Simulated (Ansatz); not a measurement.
C₂H₉FGaN, SMILES `[CH3][Ga-]([CH3])([NH3+])[F]` from Hartree–Fock to CCSD(T)

Z-matrix (Å, degrees):
```
C
Ga 1 1.973
H 1 1.093 2 111.0
H 1 1.093 2 112.0 3 121.4
H 1 1.093 2 110.5 3 -119.1
C 2 1.973 1 127.7 3 -176.2
N 2 2.149 1 103.3 3 -57.4
F 2 1.808 1 112.4 3 36.1
H 6 1.093 2 110.6 1 -63.6
H 6 1.093 2 111.0 1 177.2
H 6 1.094 2 111.9 1 55.9
H 7 1.013 2 118.2 1 -60.5
H 7 1.014 2 107.5 1 176.0
H 7 1.014 2 105.7 1 61.6
```

Total charge 0; spin multiplicity 1. Correlated methods include outer-core shells of Ga, which these sets cover unevenly. Scalar relativity is left out up to krypton. Geometry: relaxed with PBE0-D4/def2-TZVP. It is one conformer, not always the lowest. Frozen core, restricted reference, Ansatz 0.2.0.

```csv
basis,HF (Eh),MP2 corr.,CCSD corr.,(T),CCSD(T) total
def2-SVP,-2157.77020,-0.88705,-0.92692,-0.02339,-2158.72051
def2-TZVPP,-2158.30037,-1.08393,-1.11746,-0.03957,-2159.45740
def2-QZVPP,-2158.35165,-1.39472,–,–,–
```
